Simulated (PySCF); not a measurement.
**Highest orbital energy against ionisation energy along the 4p block**

Calculated with PySCF 2.14, no spin-orbit coupling. Each cell gives −ε(HOMO) / ΔSCF in eV; NIST values include spin-orbit coupling, (s) semi-empirical, (t) theoretical.

```
                          species              UHF              LDA              PBE             PBE0           r2SCAN  NIST (lowest levels)
Ga⁺ (x2c-TZVPPall, spin-free X2C)  19.032 / 18.740  16.630 / 21.136  16.316 / 20.769  17.205 / 20.428  16.595 / 20.495                20.515
Ge⁺ (x2c-TZVPPall, spin-free X2C)  15.521 / 15.199  11.693 / 15.850  11.693 / 15.739  12.799 / 15.762  12.059 / 15.920                15.935
As⁺ (x2c-TZVPPall, spin-free X2C)  18.407 / 17.939  14.048 / 18.628  14.027 / 18.487  15.290 / 18.532  14.441 / 18.685                18.589
Se⁺ (x2c-TZVPPall, spin-free X2C)  21.438 / 20.850  16.456 / 21.478  16.421 / 21.316  17.866 / 21.409  16.932 / 21.591         21.196 ± 0.01
Br⁺ (x2c-TZVPPall, spin-free X2C)  21.099 / 20.252  16.624 / 21.660  16.514 / 21.385  17.921 / 21.396  16.889 / 21.467                21.591
Kr⁺ (x2c-TZVPPall, spin-free X2C)  24.228 / 23.252  19.187 / 24.632  19.053 / 24.326  20.620 / 24.366  19.478 / 24.450                24.360
```

Task: How far is −ε(HOMO) from ΔSCF on average for each method, and why?

Result: UHF 0.58 eV; LDA -4.79 eV; PBE -4.67 eV; PBE0 -3.37 eV; r2SCAN -4.37 eV. Hartree-Fock orbital energies lack relaxation and so exceed the ΔSCF value; semilocal functionals have convex E(N) from self-interaction, so their HOMO lies far too high; exact exchange moves hybrids part of the way back.
